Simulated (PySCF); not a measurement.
## The second ionisation energy along group 16

Calculated with PySCF 2.14 from differences of total energies of unrestricted determinants, without spin-orbit coupling. Values in eV. The last column holds reference values (NIST; (s) semi-empirical, (t) theoretical, else measured). Unmarked ones compare directly (S terms, centres of terms, or small fine structure); those marked * lie between the lowest fine-structure levels and include a spin-orbit shift.

```
                       element                         configurations     UHF  MP2 (valence)  SCS-MP2 (valence)  CCSD (valence)  CCSD(T) (valence)        reference
 O (cc-pVDZ-DK, spin-free X2C)            [He] 2s2 2p3 → [He] 2s2 2p2  34.586         34.977             34.779          34.778             34.776         35.121 *
 S (cc-pVDZ-DK, spin-free X2C)            [Ne] 3s2 3p3 → [Ne] 3s2 3p2  22.740         23.160             23.008          23.079             23.082         23.338 *
Se (cc-pVDZ-DK, spin-free X2C)  [Ar] 3d10 4s2 4p3 → [Ar] 3d10 4s2 4p2  20.857         21.207             21.084          21.156             21.158  21.196 ± 0.01 *
```

"Valence" correlates the outer s and p shells and, in groups 3 to 12 and the f block, the outer d or f shell, open or full, or the next shell where the ion has no valence electron left; the wider scheme adds the next inner shell.
